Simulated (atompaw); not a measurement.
# u(r) = r·R(r): atom against pseudo-atom (indium (In))

Columns: radius, all-electron u(r) and pseudo u(r) of the 4p shell (level -85.62 eV) of indium in the configuration [Ar] 3d10 4s2 4p6 4d10 5s2 5p0; LDA (PW92), scalar-relativistic, PAW (atompaw) scheme, atompaw 4.2.0.5.

```json
{"r (bohr)": "0.071", "all-electron": "0.4284", "pseudo": "0.0202"}
{"r (bohr)": "0.142", "all-electron": "-0.0888", "pseudo": "0.0791"}
{"r (bohr)": "0.213", "all-electron": "-0.5796", "pseudo": "0.1722"}
{"r (bohr)": "0.285", "all-electron": "-0.6268", "pseudo": "0.2941"}
{"r (bohr)": "0.356", "all-electron": "-0.3498", "pseudo": "0.4321"}
{"r (bohr)": "0.427", "all-electron": "0.0536", "pseudo": "0.5773"}
{"r (bohr)": "0.498", "all-electron": "0.4498", "pseudo": "0.7191"}
{"r (bohr)": "0.569", "all-electron": "0.7716", "pseudo": "0.8478"}
{"r (bohr)": "0.640", "all-electron": "0.9976", "pseudo": "0.9548"}
{"r (bohr)": "0.712", "all-electron": "1.1329", "pseudo": "1.0349"}
{"r (bohr)": "0.783", "all-electron": "1.1892", "pseudo": "1.0821"}
{"r (bohr)": "0.854", "all-electron": "1.1876", "pseudo": "1.0969"}
{"r (bohr)": "0.925", "all-electron": "1.1452", "pseudo": "1.0810"}
{"r (bohr)": "0.996", "all-electron": "1.0767", "pseudo": "1.0384"}
{"r (bohr)": "1.067", "all-electron": "0.9931", "pseudo": "0.9746"}
{"r (bohr)": "1.138", "all-electron": "0.9027", "pseudo": "0.8964"}
{"r (bohr)": "1.210", "all-electron": "0.8099", "pseudo": "0.8093"}
{"r (bohr)": "1.281", "all-electron": "0.7212", "pseudo": "0.7219"}
{"r (bohr)": "1.352", "all-electron": "0.6374", "pseudo": "0.6378"}
{"r (bohr)": "1.423", "all-electron": "0.5601", "pseudo": "0.5601"}
{"r (bohr)": "1.494", "all-electron": "0.4897", "pseudo": "0.4897"}
{"r (bohr)": "1.565", "all-electron": "0.4263", "pseudo": "0.4263"}
{"r (bohr)": "1.637", "all-electron": "0.3691", "pseudo": "0.3691"}
{"r (bohr)": "1.708", "all-electron": "0.3193", "pseudo": "0.3193"}
{"r (bohr)": "1.779", "all-electron": "0.2755", "pseudo": "0.2755"}
{"r (bohr)": "1.850", "all-electron": "0.2372", "pseudo": "0.2372"}
```

Q: How many radial nodes do the two functions have?

A: The all-electron 4p function has n − l − 1 = 2; the pseudo-wave has 0, since the states of the same l below it are removed with the core.

Q: At about which radius was the pseudo-wave matched?

A: 1.45 bohr. The columns agree to 0.0005 from 1.35 bohr on; several derivatives are matched, so the curves merge somewhat inside the radius.

Q: Is the pseudo-wave norm-conserving?

A: No, it belongs to a PAW set: the norm inside the radius is not constrained, and the difference is carried by the augmentation charge.
